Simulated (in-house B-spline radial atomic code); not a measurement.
## Two electrons outside the 1s2 core: Tc39+

Computed with an all-electron radial atomic-structure program (B-spline basis): configuration interaction (CI) of the two valence electrons in the field of the frozen Dirac-Fock core, alone and with many-body perturbation theory for the core (screened one- and two-electron correlation potentials), Breit and QED terms; no-pair Dirac Hamiltonian, finite nucleus. Labels give the configuration (outer n counted up each series) and the leading LS term, or the jj pair where no LS term holds 70 %.

Excitation energies (eV):

```tsv
level	purity of the LS term	CI alone	CI + MBPT + Breit + QED
2s2 1S0	0.996	0	0
2s2p 3P°0	1.0	?	?
2s2p 3P°1	0.83	93.787	92.951
2s2p 3P°2	1.0	216.65	213.26
2p2 3P0	0.759	223.75	223.56
2s2p 1P°1	0.828	?	?
2p2 3P1	1.0	341.77	338.82
2p2 (1/2,3/2)2	0.586 (1D)	355.82	351.33
2p2 (3/2,3/2)2	0.587 (3P)	488.71	482.26
2p2 1S0	0.761	526.28	521.95
2s3s 3S1	0.999	3296.7	3292.5
2s3s 1S0	0.997	3312.3	3308.4
```

Task: Where does 2s2p 3P°0 lie?

Result: 77.441 eV in CI alone and 77.499 eV with all corrections.

Task: Where does 2s2p 1P°1 lie?

Result: 267.96 eV in CI alone and 264.91 eV with all corrections.

Task: What is the first ionisation energy?

Result: 5840.8 eV to the 2s1/2 state of the next ion (5846.5 eV from CI alone). NIST lists 5838 ± 6 eV (semi-empirical).

Some electric-dipole lines (reduced elements in atomic units, length form; vacuum wavelengths from the computed energies):

```csv
upper,lower,D bare (size),D with core polarisation (size),λ (nm),A (s⁻¹)
2s2p 3P°1,2s2 1S0,0.0576,0.0576,13.339,9.4e+08
2p2 3P0,2s2p 3P°1,0.107,0.107,9.4931,2.7e+10
2p2 3P1,2s2p 3P°1,0.0799,0.0798,5.0427,3.4e+10
"2p2 (1/2,3/2)2",2s2p 3P°1,0.139,0.138,4.7986,7e+10
"2p2 (3/2,3/2)2",2s2p 3P°1,0.0191,0.0191,3.1847,4.6e+09
2p2 1S0,2s2p 3P°1,0.00218,0.00218,2.8901,4e+08
```

Weak lines are less accurate than strong ones.
